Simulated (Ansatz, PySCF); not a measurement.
Sn(F)3(OH) (F3HOSn), SMILES [Sn]([OH])([F])([F])[F].

Geometry optimised at r2SCAN-D4/def2-SVP. The def2 effective core potentials stand for the cores of Sn; spin–orbit coupling is left out. One conformer was computed; it need not be the lowest.

Vertical ionisation energy (IE) and electron affinity (EA) in eV. Rows of orbital energies are one-electron estimates. Where ΔSCF, EOM or ADC give a negative EA the extra electron is unbound and the value depends on the basis.

```tsv
level	IE	EA
−ε(HOMO), −ε(LUMO), ωB97X/def2-TZVP (PySCF)	(withheld)	(withheld)
ΔSCF, PBE0/def2-SVPD (Ansatz), final states of multiplicity 2 and 2	13.15	1.51
```

Problem. Some entries are withheld; supply them. (The exact figures need the calculation; the answer reports its results.)

Solution. 
- −ε(HOMO), −ε(LUMO), ωB97X/def2-TZVP (PySCF), IE: 13.05
- −ε(HOMO), −ε(LUMO), ωB97X/def2-TZVP (PySCF), EA: 1.25

Problem. What vertical singlet–triplet gap does ΔSCF give with PBE0/def2-SVPD (Ansatz, a program for electronic structure)? (An estimate is asked for; the answer gives what the named calculation found.)

Solution. 5.18 eV (triplet above singlet where positive).
